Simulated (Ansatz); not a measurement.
The first iterations of a band of BH5OSn (8 atoms, charge 0, multiplicity 1).

These are results of RKS PBE0-D4/def2-SVP in Ansatz, not measurements.

```
movable images  : 7
climbing image  : yes
spring          : 5.0 eV/Å²
optimiser       : quadratic models (default)
start path      : IDPP
force threshold : 0.03 eV/Å
iteration limit : 6
end points      : relaxed
```

Image 0:

```xyz
8
Properties=species:S:1:pos:R:3
B -0.550 0.761 -1.386
O -0.896 0.116 -0.267
Sn 0.368 -0.621 1.126
H -1.439 1.138 -2.126
H 0.621 0.971 -1.669
H -0.083 0.176 2.566
H 1.948 -0.247 0.596
H 0.031 -2.294 1.159
```

Image 8:

```xyz
8
Properties=species:S:1:pos:R:3
B -0.999 0.234 -1.323
O -0.293 0.823 -0.353
Sn 0.801 -0.112 1.065
H -1.607 0.946 -2.100
H -1.041 -0.984 -1.435
H 0.095 0.382 2.537
H 2.380 0.499 0.847
H 0.664 -1.788 0.763
```

| iteration | highest image above the first end (eV) | largest band force component (eV/Å) |
| --- | --- | --- |
| 1 | 0.134 | 1.033 |
| 2 | 0.030 | 0.571 |

**Question.** Does the band converge within its limit, and where does its top end?

**Answer.** It converged. It ended after 6 iterations with the highest image 0.007 eV above the first end. The top lies less than 8 meV above the higher end, about what the thresholds resolve: that end is a shoulder or a very shallow well. Another band between the same ends (7 images) ends at a top of the same energy, where a vibrational analysis finds 1 clearly imaginary mode.

The run took 2.6 min on 1 CPU thread of a shared host.
